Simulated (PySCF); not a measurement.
**TaH₅, singlet: structure and spectrum**

All numbers come from PBE0/[Ta def2-TZVP with ECP60, H def2-TZVP], scalar-relativistic core potentials, density fitting, no spin–orbit coupling, PySCF.

The structure is a minimum.

```
Point group                                                                   : C4v
Bond lengths                                                                  : Ta–H 1.754 Å (×4), Ta–H 1.790 Å
Bond angles                                                                   : H–Ta–H 77.3° (×4), H–Ta–H 118.0° (×4), H–Ta–H 124.0° (×2)
Zero-point energy                                                             : 83.0 kJ/mol
Enthalpy at 298.15 K above 0 K                                                : 13.81 kJ/mol
Principal polarisabilities                                                    : 47.4, 48.6, 48.6 bohr³
Lowest empty level                                                            : -2.95 eV
Entropy at 298.15 K and 1 bar                                                 : 261.6 J/(mol K)
Principal quadrupole moments (Buckingham, traceless) about the centre of mass : -2.29, 1.14, 1.14 D Å
Dipole moment                                                                 : 1.81 D
Atomisation energy without zero-point energy                                  : 1423 kJ/mol
Rotational symmetry number                                                    : 4
Heat capacity Cp at 298.15 K                                                  : 62.5 J/(mol K)
Highest occupied level                                                        : -8.72 eV
Rotational constants                                                          : 1.744, 1.563, 1.563 cm⁻¹
```

Harmonic modes (masses in u: Ta 180.948, H 1.008):
```csv
symmetry,ω (cm⁻¹),"IR (km/mol, summed over degenerate members)",μ (u)
e,212,69.4,1.02
e,756,126,1.01
b2,793,0.0,1.01
b1,820,0.0,1.01
a1,879,1.1,1.02
a1,1833,400,1.02
b1,1864,0.0,1.01
e,1902,652,1.02
a1,1951,56.8,1.01
```

In C4v the vibrations span 3e + b2 + 2b1 + 3a1. The b1, b2 modes carry no infrared intensity, as symmetry demands.

Charges (e):
| atom | Mulliken | Löwdin | polar tensor | Mayer order to Ta1 |
| --- | --- | --- | --- | --- |
| Ta1 | 0.34 | 0.42 | 1.26 | – |
| H2,3,4,5 | -0.04 | -0.07 | -0.23 | 0.98 |
| H6 | -0.18 | -0.14 | -0.34 | 0.98 |

Mulliken populations on Ta1 (electrons outside its core potential): s 2.89, p 6.64, d 3.09, f 0.04.

Stability towards spin polarisation was not tested. Only a few start shapes were tried, so a lower isomer may exist. With an element this heavy the missing spin–orbit coupling can shift these numbers.

The final relaxation and frequency run took 22 s on 2 threads of a shared Arm Neoverse V1 host, with 70 basis functions and 12 gradients; the process peaked at 1.1 GiB. Launch command: `OMP_NUM_THREADS=2 python axn.py task.json out`.
